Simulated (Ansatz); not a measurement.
Species: GaF, charge 0, singlet. GaF (SMILES [F][Ga]).
B3LYP-D3(BJ)/def2-TZVP minimum from Ansatz (an electronic-structure program):
```xyz
2

Ga     0.0000     0.0000    -0.4051
F      0.0000     0.0000     1.3954
```
Charge 0, spin multiplicity 1.

Total energies in hartree (Ansatz). Open shells are spin-unrestricted; no spin-orbit coupling. Cores are frozen in correlated methods (noble-gas shells, and filled d and f shells in the p block). No relativity. Where a partner has so few electrons that a lower coupled-cluster level is exact, that level stands in.

```tsv
species	HF/cc-pVTZ	CCSD(T)/cc-pVTZ	HF/cc-pVQZ	CCSD(T)/cc-pVQZ	CCSDT(Q)/cc-pVQZ
1: GaF (SMILES [F][Ga])	-2022.82051	-2023.14800	-2022.83327	-2023.18855	-2023.18910
2: Ga (doublet)	-1923.26189	-1923.30928	-1923.26422	-1923.31345	-1923.31376
3: F (doublet)	-99.40552	-99.62036	-99.41377	-99.65026	-99.65054
```

Work out the atomisation energy (electronic, to ground-state atoms) in kcal/mol: take Hartree-Fock from cc-pVQZ, extrapolate the CCSD(T) correlation energy as X^-3 (X = 3, 4), and add CCSDT(Q) - CCSD(T) in cc-pVQZ. 1 hartree = 627.51 kcal/mol.


Species 1: correlation (64·(-0.35528) - 27·(-0.32749))/37 = -0.37556; step -0.00055; E1 = -2022.83327 + (-0.37556) + (-0.00055) = -2023.20938
Species 2: correlation (64·(-0.04923) - 27·(-0.04739))/37 = -0.05057; step -0.00031; E2 = -1923.26422 + (-0.05057) + (-0.00031) = -1923.31510
Species 3: correlation (64·(-0.23649) - 27·(-0.21484))/37 = -0.25229; step -0.00028; E3 = -99.41377 + (-0.25229) + (-0.00028) = -99.66634
-1·E1 +1·E2 +1·E3 = 0.22794 hartree = 143.0 kcal/mol.
